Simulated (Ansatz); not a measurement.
Start from `C[SiH]1NP1` and change one atom or group to get `N1[SiH2]P1`.

Ansatz, PBE0-D4/def2-TZVP geometries, multiplicity 1. 

| property | `C[SiH]1NP1` |
| --- | --- |
| HOMO–LUMO gap (PBE0/def2-TZVPP) / eV | 6.67 |
| HOMO energy (PBE/def2-TZVPP) / eV | -5.59 |
| LUMO energy (PBE0/def2-TZVPP) / eV | -0.14 |
| size of the dipole moment (ωB97M-V/def2-TZVPP) / D | 1.65 |
| HOMO–LUMO gap (B3LYP/def2-TZVPP) / eV | 6.22 |
| LUMO energy (PBE/def2-TZVPP) / eV | -1.03 |

(1) Give the same properties after the change, and the shifts. (Estimate.)

Results:

(1) Ansatz gave: 
```json
{"property": "HOMO–LUMO gap (PBE0/def2-TZVPP) / eV", "`N1[SiH2]P1`": "6.07", "shift": "-0.60"}
{"property": "HOMO energy (PBE/def2-TZVPP) / eV", "`N1[SiH2]P1`": "-5.59", "shift": "0.00"}
{"property": "LUMO energy (PBE0/def2-TZVPP) / eV", "`N1[SiH2]P1`": "-0.65", "shift": "-0.51"}
{"property": "size of the dipole moment (ωB97M-V/def2-TZVPP) / D", "`N1[SiH2]P1`": "1.57", "shift": "-0.08"}
{"property": "HOMO–LUMO gap (B3LYP/def2-TZVPP) / eV", "`N1[SiH2]P1`": "5.66", "shift": "-0.56"}
{"property": "LUMO energy (PBE/def2-TZVPP) / eV", "`N1[SiH2]P1`": "-1.46", "shift": "-0.43"}
```

With PBE0 the HOMO rises by 0.09 eV and the LUMO falls by 0.51 eV, so the gap narrows by about 0.60 eV. PBE moves the HOMO by 0.00 eV and ωB97M-V by 0.12 eV. The zero-point energy changes by -76.4 kJ/mol with -9 modes. Dipoles are sizes alone; their direction can turn.

B3LYP here is the variant with VWN-RPA as its local correlation; programs differ in this.
